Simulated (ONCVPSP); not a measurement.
## PBE ONCV dataset for cerium (Ce), scalar-relativistic all-electron reference.

Ce, optimised norm-conserving Vanderbilt (ONCV), made with ONCVPSP 4.0.1 (PBE, scalar-relativistic). Core [Kr] 4d10, reference 4f1 5s2 5p6 5d1 6s2. Waves: 5s+6s: rc 2.65 bohr, ncon 4, nbas 7, qcut 5.1 1/bohr, 2 projectors; 5p: rc 1.65 bohr, ncon 4, nbas 8, qcut 5.3 1/bohr, 2 projectors, debl 2.1 Ha; 5d: rc 3.30 bohr, ncon 4, nbas 9, qcut 5.4 1/bohr, 3 projectors, debl 3.9 Ha; 4f: rc 1.55 bohr, ncon 4, nbas 9, qcut 10.6 1/bohr, 1 projector. Local part: polynomial inside 1.00 bohr (lpopt 5, dvloc0 -1 Ha). Core correction: none.

Poles of the logarithmic derivatives, all-electron (AE) and pseudo (PS). s: poles at -1.4, 2.2 (AE) and -1.4, 2.1, 5.0 (PS) Ha. p: poles at 1.9 (AE) and 1.9 (PS) Ha. d: poles at 0.1, 2.3 (AE) and 0.1, 2.3 (PS) Ha. f: poles at 0.3 (AE) and 0.4 (PS) Ha. Test radii: s 2.69, p 1.68, d 3.34, f 1.57 bohr.

* Cutoffs needed: 49 Ha and 56 Ha (the cutoffs (Ha) at which the residual kinetic energy of the hardest occupied pseudo-wave falls to 1 and 0.1 mHa per electron)
* Ghost test: ghosts flagged at negative energy: s at -235.8 eV; GHOST(+) flagged for p at 2.35 eV, d at 243.5 eV; a true bound ghost makes a file unfit for plane-wave use
* Configuration tests: 1 of 4 tests not solved or not reliable
